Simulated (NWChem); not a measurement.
Species: BNH2F2; SMILES NB(F)F

```xyz
6

B      0.0000    -0.0401     0.0000
F      1.1469    -0.7255     0.0000
F     -1.1425    -0.7327     0.0000
N     -0.0041     1.3600     0.0000
H     -0.8558     1.9003     0.0000
H      0.8447     1.9046     0.0000
```
Atoms are numbered in this order, from 1.

Program: NWChem. Coordinates come from a B3LYP/6-31G* (spherical d) optimisation. Ions are spin-unrestricted doublets at the neutral geometry; other ion states weren't tried. Functional: LC-ωPBE (HJS hole) with def2-SVP; the question gives the range parameter ω in 1/bohr.

Question: Predict the results for range parameter (1/bohr) 0.20. Quantities: vertical ionisation energy, ΔSCF (eV); −ε(HOMO) (eV).

Answer: 
- vertical ionisation energy, ΔSCF (eV): 11.23
- −ε(HOMO) (eV): 9.57
